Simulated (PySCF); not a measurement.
# Reading the logs of faulty runs: AlBGeH4N cation

All numbers below are calculated, not measured. They come from PySCF 2.14.0, an open-source quantum chemistry program, on an isolated molecule that a program drew, which may never have been made. The molecule is AlBGeH4N cation (charge +1, singlet), drawn as the SMILES string `[AlH+][N]=[B][GeH3]`.

Each row is a Hartree-Fock (HF) and frozen-core CCSD(T) single point in the cc-pV(D+d)Z basis, meant for a local HF minimum. Run 1 is clean. Each other run has one planted mistake out of seven kinds, and not every kind appears here: one electron removed, one electron added, multiplicity raised by two, geometry at a saddle point, minimal basis STO-3G, one bond length entered in bohr, all coordinates scaled. The reference is restricted for singlets and unrestricted otherwise, and also for a bond in bohr. Adding or removing an electron swaps singlet and doublet. Electrons count all cores. HOMO and LUMO are orbital energies over both spins, the gradient is its largest component, and the lowest frequency (negative if imaginary) is given only where the gradient is small. Bond lengths are over the 7 bonds as drawn. T1 is the CCSD diagnostic: over 0.02 (restricted) or 0.045 (unrestricted) a single reference is doubtful. Germanium has the cc-pVDZ-PP basis, with a core potential (ECP10MDF) in place of its 10 inner electrons, and its 3s, 3p and 3d shells are frozen in CCSD(T).

Geometry of the clean run:
```xyz
8
AlBGeH4N cation, angstrom
Al    0.6117   -1.3102   -0.8634
N     0.3700    0.2294   -0.2479
B     0.1856    1.4037    0.2216
Ge   -0.1163    3.3271    0.9906
H     0.8335   -2.7222   -1.4278
H    -1.5118    3.3237    1.5924
H     0.9706    3.5379    2.0315
H     0.0107    4.2753   -0.1902
```

| run | electrons | basis functions | <S^2> | HOMO (eV) | LUMO (eV) | gradient (hartree/bohr) | lowest frequency (cm^-1) | mean bond (Å) | longest bond (Å) | T1 | HF (hartree) | CCSD(T) (hartree) | mistake |
|---|---|---|---|---|---|---|---|---|---|---|---|---|---|
| 1 | 60 | 94 | 0.000 | -16.48 | -3.62 | 1.7e-05 | 85 | 1.5918 | 2.093 | 0.0159 | -616.55826 | -616.97991 | no fault |
| 2 | 61 | 94 | 0.802 | -4.69 | 1.36 | 6.7e-02 | - | 1.5918 | 2.093 | 0.0228 | -616.70998 | -617.15305 | one electron added |
| 3 | 60 | 94 | 0.879 | -13.11 | -3.76 | 5.4e-03 | - | 1.7850 | 2.872 | 0.0386 | -616.45648 | -616.86322 | one bond length entered in bohr |
| 4 | 60 | 94 | 0.000 | -16.15 | -3.65 | 4.3e-02 | - | 1.6523 | 2.173 | 0.0173 | -616.54668 | -616.97545 | ? |
| 5 | 59 | 94 | 0.756 | -20.84 | -12.84 | 9.8e-02 | - | 1.5918 | 2.093 | 0.0684 | -616.02477 | -616.39893 | ? |

**Which mistake was planted in run 4, and what did it cost?**

The mean and the longest bond both change by the same factor, 1.038, and the gradient is no longer small. So the mistake is: all coordinates scaled. Subtracting run 1 and multiplying by 627.51 kcal/mol a hartree, the energy moved by 7.3 kcal/mol in HF and 2.8 kcal/mol in CCSD(T).

**Which mistake was planted in run 5, and what did it cost?**

It counts 59 electrons, one fewer than the clean run, at the same geometry and basis. So the mistake is: one electron removed. Subtracting run 1 and multiplying by 627.51 kcal/mol a hartree, the energy moved by 334.8 kcal/mol in HF and 364.6 kcal/mol in CCSD(T).

Cautions from the logs. Run 5: T1 is over the limit, so its CCSD(T) energy is less reliable.
